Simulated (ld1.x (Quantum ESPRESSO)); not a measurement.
# Which change was made? (Ga, ultrasoft)

ld1.x (Quantum ESPRESSO) 7.5 input, shortened:

```
&input
   title='Ga', zed=31., rel=1, dft='PBE', iswitch=3,
   config='[Ar] 3d10 4s2 4p1'
 /
 &inputp
   pseudotype=3, tm=.true., lloc=-1, rcloc=2.55,
   nlcc=.true.,
   which_augfun='PSQ', rmatch_augfun_nc=.true.
 /
4
4S  1  0   2.00   0.00  1.65  2.10  0.0
4S  1  0   0.00   0.45  1.65  2.10  0.0
4P  2  1   1.00   0.00  2.30  2.70  0.0
4P  2  1   0.00   3.15  2.30  2.70  0.0
 &test
   configts(1)='4s2 4p1'
 /
```

Cutoffs, loose and tight: the cutoffs (Ry, on a coarse ladder) from which the occupation-weighted sum of valence levels, in a spherical-Bessel basis at the reference potential, stays within 10 and 1 mRy of its value at 400 Ry. They do not see the model core or the augmentation charge, which bear on the density cutoff. Test errors are all-electron minus pseudo excitation energies from the reference, over the configurations 4s2 4p0; 4s1 4p0; 4s2 4p0.5; 4s1 4p1; 4s0 4p3; 4s2 4p1.3; 4s1 4p2; variants that change the core or the reference have their own tests. The largest error is taken over the tests solved by every variant that gives reliable tests at all, those not shown here included: 4s1 4p0; 4s1 4p1; 4s2 4p0; 4s2 4p0.5.

The base gives: outcome: generated; cutoff, loose: 6 Ry; cutoff, tight: 8 Ry; bound ghosts: none; largest test error (meV): -187.

Q: After one change the result is: outcome: failed: chargeps: negative rho. Which change was it?
A. core [Ar], valence charge 13; reference 3d10 4s2 4p0.5; waves now 4s (bound): rcut 1.80, rcutus 2.15 bohr; 4s channel at 0.45 Ry: rcut 1.80, rcutus 2.15 bohr; 4p (bound): rcut 2.00, rcutus 2.20 bohr; 4p channel at 3.15 Ry: rcut 2.00, rcutus 2.20 bohr; 3d (bound): rcut 0.90, rcutus 0.95 bohr; 3d channel at -0.85 Ry: rcut 0.90, rcutus 0.95 bohr; local potential all-electron potential smoothed inside 1.40 bohr (lloc = -1); core correction a·sin(br)/r model core inside 0.90 bohr
B. waves 4s (bound): rcut 1.24, rcutus 1.32 bohr; 4s channel at 0.45 Ry: rcut 1.24, rcutus 1.32 bohr
C. type TM; waves now 4s (bound): rc 2.10 bohr; 4p (bound): rc 2.70 bohr; local potential all-electron potential smoothed inside 1.70 bohr (lloc = -2)

A: B. The others give: type TM; waves now 4s (bound): rc 2.10 bohr; 4p (bound): rc 2.70 bohr; local potential all-electron potential smoothed inside 1.70 bohr (lloc = -2) → outcome: generated; cutoff, loose: 12 Ry; cutoff, tight: 30 Ry; bound ghosts: none; largest test error (meV): -178 | core [Ar], valence charge 13; reference 3d10 4s2 4p0.5; waves now 4s (bound): rcut 1.80, rcutus 2.15 bohr; 4s channel at 0.45 Ry: rcut 1.80, rcutus 2.15 bohr; 4p (bound): rcut 2.00, rcutus 2.20 bohr; 4p channel at 3.15 Ry: rcut 2.00, rcutus 2.20 bohr; 3d (bound): rcut 0.90, rcutus 0.95 bohr; 3d channel at -0.85 Ry: rcut 0.90, rcutus 0.95 bohr; local potential all-electron potential smoothed inside 1.40 bohr (lloc = -1); core correction a·sin(br)/r model core inside 0.90 bohr → outcome: generated; cutoff, loose: 180 Ry; cutoff, tight: 300 Ry; bound ghosts: none; largest test error (meV): -220.
